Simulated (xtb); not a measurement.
xtb input (GFN2-xTB):

```bash
xtb mol.xyz --gfn 2 --sp --chrg 0 --uhf 0
```
mol.xyz:
```
4

Nb     0.04696033    -0.06705976    -0.18420326
O     -1.37568317    -0.96807536     0.15609525
O     -0.43373198     1.54784782    -0.51969561
F      1.39443864    -0.20985882     1.16234849
```

End of the output:

```
         :::::::::::::::::::::::::::::::::::::::::::::::::::::
         ::                     SUMMARY                     ::
         :::::::::::::::::::::::::::::::::::::::::::::::::::::
         :: total energy             -14.673790778910 Eh    ::
         :: gradient norm              0.016648474226 Eh/a0 ::
         :: HOMO-LUMO gap              1.023588043368 eV    ::
         ::.................................................::
         :: SCC energy               -14.712890568965 Eh    ::
         :: -> isotropic ES            0.045926586499 Eh    ::
         :: -> anisotropic ES          0.003493730860 Eh    ::
         :: -> anisotropic XC         -0.006110311620 Eh    ::
         :: -> dispersion             -0.001989951822 Eh    ::
         :: repulsion energy           0.039099790055 Eh    ::
         :: add. restraining           0.000000000000 Eh    ::
         :: total charge               0.000000000000 e     ::
         :::::::::::::::::::::::::::::::::::::::::::::::::::::

           -------------------------------------------------
          |                Property Printout                |
           -------------------------------------------------

    * Orbital Energies and Occupations

         #    Occupation            Energy/Eh            Energy/eV
      -------------------------------------------------------------
         1        2.0000           -0.9119694             -24.8159
         2        2.0000           -0.7921168             -21.5546
         3        2.0000           -0.7349878             -20.0000
Note: The following floating-point exceptions are signalling: IEEE_INVALID_FLAG IEEE_UNDERFLOW_FLAG IEEE_DENORMAL
normal termination of xtb
         4        2.0000           -0.5922557             -16.1161
         5        2.0000           -0.5744195             -15.6308
         6        2.0000           -0.5713438             -15.5471
         7        2.0000           -0.5651319             -15.3780
         8        2.0000           -0.5570693             -15.1586
         9        2.0000           -0.5456851             -14.8488
        10        2.0000           -0.5440644             -14.8047
        11        2.0000           -0.5305776             -14.4378
        12        2.0000           -0.5173776             -14.0786 (HOMO)
        13                         -0.4797614             -13.0550 (LUMO)
        14                         -0.3919497             -10.6655
        15                         -0.3672581              -9.9936
        16                         -0.2793507              -7.6015
        17                         -0.2770979              -7.5402
        18                         -0.2080962              -5.6626
        19                          0.0065894               0.1793
        20                          0.2449619               6.6658
        21                          0.3145828               8.5602
      -------------------------------------------------------------
                  HL-Gap            0.0376162 Eh            1.0236 eV
             Fermi-level           -0.4985695 Eh          -13.5668 eV

     #   Z          covCN         q      C6AA      α(0)
     1  41 Nb       2.139     0.523   452.311    44.728
     2   8 O        0.734    -0.182    17.820     5.657
     3   8 O        0.734    -0.182    17.820     5.657
     4   9 F        0.670    -0.158    10.830     3.885

 Mol. C6AA /au·bohr⁶  :       1040.211717
 Mol. C8AA /au·bohr⁸  :      84123.038443
 Mol. α(0) /au        :         59.926888

Wiberg/Mayer (AO) data.
largest (>0.10) Wiberg bond orders for each atom

 ---------------------------------------------------------------------------
     #   Z sym  total        # sym  WBO       # sym  WBO       # sym  WBO
 ---------------------------------------------------------------------------
     1  41 Nb   6.028 --     3 O    2.386     2 O    2.386     4 F    1.257
     2   8 O    2.643 --     1 Nb   2.386     3 O    0.165
     3   8 O    2.643 --     1 Nb   2.386     2 O    0.165
     4   9 F    1.442 --     1 Nb   1.257
 ---------------------------------------------------------------------------

Topologies differ in total number of bonds
Writing topology from bond orders to xtbtopo.mol

molecular dipole:
                 x           y           z       tot (Debye)
 q only:        0.253      -0.203      -0.404
   full:        1.774      -0.945      -1.046       5.758
molecular quadrupole (traceless):
                xx          xy          yy          xz          yz          zz
 q only:       -0.909      -0.406      -0.516      -1.407       1.174       1.426
  q+dip:       -0.918      -1.043      -1.022      -2.459       1.962       1.940
   full:       -1.727      -1.480      -2.148      -2.985       3.109       3.875

           -------------------------------------------------
          | TOTAL ENERGY              -14.673790778910 Eh   |
          | GRADIENT NORM               0.016648474226 Eh/α |
          | HOMO-LUMO GAP               1.023588043368 eV   |
           -------------------------------------------------

------------------------------------------------------------------------
------------------------------------------------------------------------
 total:
 SCF:
```
